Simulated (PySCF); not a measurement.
FH7OSi3, SMILES O[Si@@H](F)[SiH2][SiH3]. Heavy atoms are numbered as in [OH:1][Si@@H:2]([F:3])[SiH2:4][SiH3:5]. Hydrogens are named by the atom that carries them.

Geometry: r2SCAN-D4/def2-SVP. The structure was generated by enumeration; whether it is a known compound was not checked. The values are those of a single conformer.

Computed with PBE/def2-TZVP (PySCF).

Atomic charges (e), one atom of each kind:

```tsv
atom	meta-Löwdin	Löwdin
O1 (OH)	-0.72	-0.10
Si2 (SiH)	1.00	-0.08
F3	-0.49	0.00
Si4 (SiH2)	0.04	0.04
Si5 (SiH3)	0.19	0.10
H on O1	0.35	0.18
H on Si2	-0.12	-0.05
H on Si4	-0.04	-0.01
H on Si5	-0.05	-0.02
```

Computed Mayer and Wiberg (Löwdin basis) orders of the bonds:
```tsv
bond	Mayer	Wiberg
O1–Si2	1.24	1.72
Si2–F3	1.12	1.71
Si2–Si4	0.93	1.08
Si4–Si5	0.97	1.18
```
